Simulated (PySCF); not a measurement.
[Eu(CH3)2]+ at several levels of theory

Computed with PySCF 2.14.0 (density fitting, no spin-orbit coupling) at the geometry relaxed with PBE0:

```xyz
9
[Eu(CH3)2]+ (singlet in the valence; each metal's 4f electrons, 6 of them, lie in its core potential, out of spins and levels)
Eu    0.0000    0.0000   -0.2495
C     1.7410    0.0193    1.2380
H     2.7244   -0.2168    0.7892
H     1.8326    1.0061    1.7332
H     1.5542   -0.7142    2.0462
C    -1.7410   -0.0193    1.2380
H    -2.7244    0.2168    0.7892
H    -1.8326   -1.0061    1.7332
H    -1.5542    0.7142    2.0462
```

```json
{"level": "PBE0", "basis": "Eu lcecp-1-SVP with ECP52, C def2-SVP, H def2-SVP", "state": "singlet", "HOMO (eV)": "-11.58", "gap (eV)": "4.63", "charge on Eu1 (e)": "1.27", "population of f-type functions on Eu1 (polarisation alone where 4f lies in the core)": "0.03", "dipole about the centre of mass (D)": "3.68", "largest force component (eV/Å)": "0.01"}
{"level": "M06-L", "basis": "the same", "state": "singlet", "HOMO (eV)": "-10.48", "gap (eV)": "3.60", "charge on Eu1 (e)": "1.39", "population of f-type functions on Eu1 (polarisation alone where 4f lies in the core)": "0.03", "dipole about the centre of mass (D)": "3.83", "largest force component (eV/Å)": "0.09"}
{"level": "revPBE", "basis": "the same", "state": "singlet", "HOMO (eV)": "-10.44", "gap (eV)": "2.77", "charge on Eu1 (e)": "1.16", "population of f-type functions on Eu1 (polarisation alone where 4f lies in the core)": "0.03", "dipole about the centre of mass (D)": "3.14", "largest force component (eV/Å)": "0.31"}
```

In the lcecp rows the 4f levels are missing from HOMO and gap, and the state counts the valence alone.

Charges are Mulliken's, which hang on the basis. The relaxation used the grid (50, 194), these runs (75, 302) or, all-electron (x2c bases, spin-free X2C Hamiltonian), (99, 590).

Q: What does PBE0 with Eu lcecp-1-TZVP with ECP52, C def2-TZVP, H def2-TZVP give here?

A: state singlet, HOMO (eV) -11.55, gap (eV) 4.62, charge on Eu1 (e) 1.56, population of f-type functions on Eu1 (polarisation alone where 4f lies in the core) 0.03, dipole about the centre of mass (D) 3.81, largest force component (eV/Å) 0.26. Time: 8.6 s on 2 threads of Intel(R) Xeon(R) 6975P-C (Granite Rapids) (shared host), from free ions and atoms.

In the first row's basis the gap widens with exact exchange: 2.8 to 3.6 eV for revPBE, M06-L (none); 4.6 eV for PBE0 (a fixed share).

An lcecp potential fixes the number of 4f electrons, so in runs with it no electron can move into or out of that shell.
